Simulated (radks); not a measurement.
Question: The aluminium ion Al4+, 9 electrons, occupied as [He] 2s2 2p5. Calculated with a radial shooting solver on a logarithmic mesh with Libxc functionals: scalar-relativistic Kohn-Sham, r2SCAN, spin-polarised, spherical densities, finite nucleus; open shells are filled with parallel spins first; meta-GGA in the generalised Kohn-Sham scheme; Fermi nuclear charge, rms radius 3.061 fm. Some entries of the table are withheld. Estimate them.

orbital,occ.,eigenvalue (hartree),r(max) (bohr),<r^2> (bohr^2)
1s up,1,-58.86257,0.07838,(1)
1s down,1,-58.79065,0.07835,(2)
2s up,1,-6.66642,(3),0.4279
2s down,1,-6.53149,(4),0.4342
2p up,3,(5),0.4154,0.3940
2p down,2,(6),0.4189,0.4042

Answer: 
(1) 1s up <r^2> (bohr^2): 0.01945
(2) 1s down <r^2> (bohr^2): 0.01940
(3) 2s up r(max) (bohr): 0.4863
(4) 2s down r(max) (bohr): 0.4884
(5) 2p up eigenvalue (hartree): -5.22266
(6) 2p down eigenvalue (hartree): -5.06624
